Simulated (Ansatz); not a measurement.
Consider the silylene formation by 1,1-elimination: `O[SiH](S)CCl` → `CCl` + `O[Si]S`.

Isolated molecules relaxed with PBE0-D4/def2-TZVP in Ansatz; ΔE leaves out vibrations. CCSD(T)/CBS adds triple-zeta CCSD(T) − MP2 to the extrapolated MP2 energy (def2 sets, frozen cores). This one scheme is used for every species. Functionals use def2-TZVPP. One conformer a species, not always the lowest.

Is it downhill or uphill in electronic energy at CCSD(T)/CBS, and by how much? (Estimate.)

Computed: Uphill: ΔE = +34.5 kcal/mol.

What do these levels give: r2SCAN0-D4, CAM-B3LYP-D4, ωB97M-V, MP2/def2-SVP, MP2/def2-QZVPP, CCSD/CBS(def2)? (Estimate.)

Ansatz gave: r2SCAN0-D4 38.1, CAM-B3LYP-D4 33.7, ωB97M-V 32.4, MP2/def2-SVP 34.9, MP2/def2-QZVPP 37.6, CCSD/CBS(def2) 34.2 kcal/mol.

Largest T1 diagnostic among the species: 0.015.

Leaving LDA and LC-ωPBE aside and taking each functional with its dispersion term where it has one, the values, not all of them listed here, spread over 10.6 kcal/mol, from BLYP-D4 to r2SCAN0-D4. LDA lies +8.9 kcal/mol from PBE without D4. From BLYP to BHLYP (50 % exact exchange), in def2-TZVPP and without D4, ΔE moves by +10.1 kcal/mol. The D4 term adds +4.7 kcal/mol with B3LYP and +2.6 kcal/mol with PBE0; it sums over pairs of atoms, weighted by their polarisabilities, and B3LYP, whose exchange is more repulsive, gets the larger term.

B3LYP here is the variant with VWN-RPA as its local correlation; programs differ in this.
